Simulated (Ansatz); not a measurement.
Ansatz (a quantum-chemistry and plane-wave program) input for BCl, SMILES [B]Cl (connectivity only; charge and spin as stated), charge +1, multiplicity 2, B3LYP-D3(BJ)/def2-TZVPD. 

Ansatz 0.2 input:
```yaml
crystal:
  periodic: [false, false, false]
  atoms:
    - {symbol: B, position_ang: [0.00000000, 0.00000000, -1.16606185]}
    - {symbol: Cl, position_ang: [0.00000000, 0.00000000, 0.34295937]}
basis:
  gaussian:
    orbitals: def2-TZVPD
hamiltonian:
  xc: b3lyp
  dispersion: d3bj
total_charge: 1
magnetization: {spin_polarized: true, initial_magnetization: 1}
relax: {f_tol: 0.002, max_steps: 200}
```

Output:

```
WARN ansatz: RAYON_NUM_THREADS=1 ignored (pool sized by the plan → 1); use --threads N
Functional definition: B3LYP
integrals: 0.01 GiB planned
461 factors; their error is unknown
mean field: 0.22 GiB planned
mean field evaluation 1: about -13185.2416 eV, gradient 2.6e1 eV
mean field evaluation 2: about -13184.5961 eV, gradient 2.9e1 eV
mean field evaluation 4: about -13188.0452 eV, gradient 1.1e0 eV
mean field evaluation 8: about -13188.0747 eV, gradient 5.6e-2 eV
mean field evaluation 16: about -13188.0747 eV, gradient 1.1e-5 eV
mean field -13188.07469342 eV, -484.6528057851 hartree, gradient 1.1e-5 eV, S^2 0.754600; 0 other end points of the search recorded, 0 dependent functions left out
the calculation of the forces begins
reference -13188.07488334 eV, -484.6528127644 hartree; 11, 10 occupied and 72, 73 virtual orbitals, 461 factors
relax step   1: F+E_penalty+E_count = -13188.12550571 eV  Δ(F+E_penalty+E_count) = +0.000e0 eV  max|allowed force component| = 4.632e0 eV/Å  Δτ_max = 0.0000 Å  (33 SCF iters, accepted)
these checks for a lower state are left out or cut short: starts, cluster_reference, orbital_swaps, neighbouring_geometries, increment
integrals: 0.01 GiB planned
461 factors; their error is unknown
mean field: 0.22 GiB planned
mean field -13188.21367656 eV, -484.6579133214 hartree, gradient 2.0e-5 eV, S^2 0.754831; 0 other end points of the search recorded, 0 dependent functions left out
the calculation of the forces begins
reference -13188.21386887 eV, -484.6579203886 hartree; 11, 10 occupied and 72, 73 virtual orbitals, 461 factors
relax step   2: F+E_penalty+E_count = -13188.26446792 eV  Δ(F+E_penalty+E_count) = -1.390e-1 eV  max|allowed force component| = 2.302e0 eV/Å  Δτ_max = 0.0203 Å  (35 SCF iters, accepted)
these checks for a lower state are left out or cut short: starts, cluster_reference, orbital_swaps, neighbouring_geometries, increment
integrals: 0.01 GiB planned
461 factors; their error is unknown
mean field: 0.22 GiB planned
mean field evaluation 32: about -13188.2695 eV, gradient 7.0e-6 eV
mean field -13188.26945040 eV, -484.6599629721 hartree, gradient 7.0e-6 eV, S^2 0.755122; 0 other end points of the search recorded, 0 dependent functions left out
the calculation of the forces begins
reference -13188.26964553 eV, -484.6599701431 hartree; 11, 10 occupied and 72, 73 virtual orbitals, 461 factors
relax step   3: F+E_penalty+E_count = -13188.32021171 eV  Δ(F+E_penalty+E_count) = -5.574e-2 eV  max|allowed force component| = 2.387e-2 eV/Å  Δτ_max = 0.0251 Å  (36 SCF iters, accepted)
these checks for a lower state are left out or cut short: starts, cluster_reference, orbital_swaps, neighbouring_geometries, increment
integrals: 0.01 GiB planned
461 factors; their error is unknown
mean field: 0.22 GiB planned
mean field -13188.26940207 eV, -484.6599611959 hartree, gradient 7.8e-5 eV, S^2 0.755135; 0 other end points of the search recorded, 0 dependent functions left out
the calculation of the forces begins
reference -13188.26959732 eV, -484.6599683713 hartree; 11, 10 occupied and 72, 73 virtual orbitals, 461 factors
relax step   4: F+E_penalty+E_count = -13188.32016188 eV  Δ(F+E_penalty+E_count) = +4.983e-5 eV  max|allowed force component| = 6.697e-2 eV/Å  Δτ_max = 0.0012 Å  (27 SCF iters, rejected (line search))
these checks for a lower state are left out or cut short: starts, cluster_reference, orbital_swaps, neighbouring_geometries, increment
integrals: 0.01 GiB planned
461 factors; their error is unknown
mean field: 0.22 GiB planned
mean field -13188.26945798 eV, -484.6599632507 hartree, gradient 2.4e-5 eV, S^2 0.755125; 0 other end points of the search recorded, 0 dependent functions left out
the calculation of the forces begins
reference -13188.26965315 eV, -484.6599704229 hartree; 11, 10 occupied and 72, 73 virtual orbitals, 461 factors
relax step   5: F+E_penalty+E_count = -13188.32021890 eV  Δ(F+E_penalty+E_count) = -7.193e-6 eV  max|allowed force component| = 1.605e-4 eV/Å  Δτ_max = 0.0003 Å  (27 SCF iters, accepted)
integrals: 0.01 GiB planned
461 factors; their error is unknown
mean field: 0.22 GiB planned
mean field -13188.26945798 eV, -484.6599632507 hartree, gradient 2.4e-5 eV, S^2 0.755125; 1 other end points of the search recorded, 0 dependent functions left out
the calculation of the forces begins
reference -13188.26965315 eV, -484.6599704229 hartree; 11, 10 occupied and 72, 73 virtual orbitals, 461 factors
Total energy: -13188.32041407 eV, -484.6618358523 hartree
Atom 0 at     0.000000    -0.000000    -1.211688 Å, force    -0.000000     0.000000    -0.000161 eV/Å
Atom 1 at    -0.000000     0.000000     0.388585 Å, force     0.000000    -0.000000     0.000161 eV/Å
Dipole moment:     0.000000     0.000000    -0.581642 e Å
```

The run converged.
